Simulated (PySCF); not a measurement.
Chromium: a sound run and one with changed settings

Sound run: Cr²⁺ [Ar] 3d4, Cr³⁺ [Ar] 3d3. All numbers are calculated (PySCF 2.14, no relativity, point nucleus, in def2-SVP). The sound run starts from symmetry-adapted Hartree-Fock orbitals and uses a fine grid where one is needed.

A second run was set up differently.

```
species  method  sound run (hartree)  changed run (hartree)  converged
   Cr²⁺     UHF          -1042.41987            -1042.41987        yes
   Cr²⁺  M06-2X          -1043.38319            -1043.44770        yes
   Cr²⁺     PBE          -1043.14988            -1043.11433        yes
   Cr³⁺     UHF          -1041.28661            -1041.28661        yes
   Cr³⁺  M06-2X          -1042.19700            -1042.25512        yes
   Cr³⁺     PBE          -1041.94778            -1041.91207        yes
```

Ionisation energy of Cr²⁺:

| method | sound run (eV) | changed run (eV) |
| --- | --- | --- |
| UHF | 30.837 | 30.837 |
| M06-2X | 32.278 | 32.452 |
| PBE | 32.711 | 32.715 |

(1) What was changed?
A. radial grid too coarse
B. minimal basis
C. basis contracted for another Hamiltonian
D. too few SCF iterations

## Answers

(1) A. It used radial step 0.5 in ln r (0.13 in the sound run). A coarse radial grid mis-integrates the density and the exchange-correlation energy, with errors of either sign; Hartree-Fock needs no grid.
